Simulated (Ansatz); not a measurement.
Calculated with Ansatz (gas phase, PBE0-D4/def2-TZVP geometries, no zero-point term in ΔE). CCSD(T)/CBS is the MP2 limit (def2-TZVPP, def2-QZVPP) plus CCSD(T) − MP2 in def2-TZVPP, frozen cores. Double bonds are as drawn, so ΔE can hold a change between cis and trans. Functionals use def2-TZVPP. B3LYP here is the variant with VWN-RPA as its local correlation; programs differ in this. For Br, Ge outer-core shells are correlated without core-valence functions, which leaves a few kJ/mol of doubt a bond. Scalar relativity is left out up to krypton. One conformer a species, not always the lowest.

`O/C(F)=[CH]\[GeH3]` + HBr → `O/C(F)=C\Br` + GeH₄  (substitution at a C–Ge bond)

`O/C(F)=[CH]\[GeH3]`:

```xyz
10

O    -0.282   -0.822   -1.612
C     0.495    0.165   -1.163
F     1.250    0.672   -2.145
C     0.539    0.612    0.081
Ge   -0.557   -0.131    1.483
H    -0.122   -0.950   -2.553
H     1.226    1.422    0.282
H    -2.052    0.029    1.159
H    -0.259   -1.626    1.685
H    -0.239    0.627    2.782
```

HBr:

Z-matrix (Å, degrees):
```
Br
H 1 1.420
```

`O/C(F)=C\Br`:

Cartesian coordinates in Å:
```
O 0.605 -1.007 -0.961
C -0.371 -0.299 -0.418
F -1.519 -0.578 -1.001
C -0.311 0.587 0.570
Br 1.340 0.961 1.379
H 1.430 -0.777 -0.510
H -1.175 1.112 0.940
```

GeH₄:

Cartesian coordinates in Å:
```
Ge 0.000 0.000 0.000
H -1.248 -0.893 -0.009
H -0.394 1.433 -0.381
H 1.020 -0.536 -1.013
H 0.622 -0.004 1.403
```

Problem. Is it downhill or uphill in electronic energy at CCSD(T)/CBS, and by how much? (Estimate.)

Solution. The calculation gave: Uphill: ΔE = +13.3 kcal/mol.

Problem. What do these levels give: r2SCAN-D4, PBE0-D4, B3LYP-D4, B3LYP, HF/def2-TZVPP, SCS-MP2/def2-TZVPP, CCSD/def2-TZVPP, HF/def2-QZVPP, MP2/def2-QZVPP, HF/CBS(def2), MP2/CBS(def2), CCSD/CBS(def2)? (An estimate is asked.)

Solution. Ansatz gave: r2SCAN-D4 11.8, PBE0-D4 11.5, B3LYP-D4 11.8, B3LYP 11.6, HF/def2-TZVPP 13.4, SCS-MP2/def2-TZVPP 13.2, CCSD/def2-TZVPP 13.6, HF/def2-QZVPP 13.3, MP2/def2-QZVPP 13.4, HF/CBS(def2) 13.3, MP2/CBS(def2) 13.5, CCSD/CBS(def2) 13.7 kcal/mol.

Largest T1 diagnostic among the species: 0.012.

From PBE to PBE0 (25 % exact exchange), in def2-TZVPP and without D4, ΔE moves by +0.9 kcal/mol.
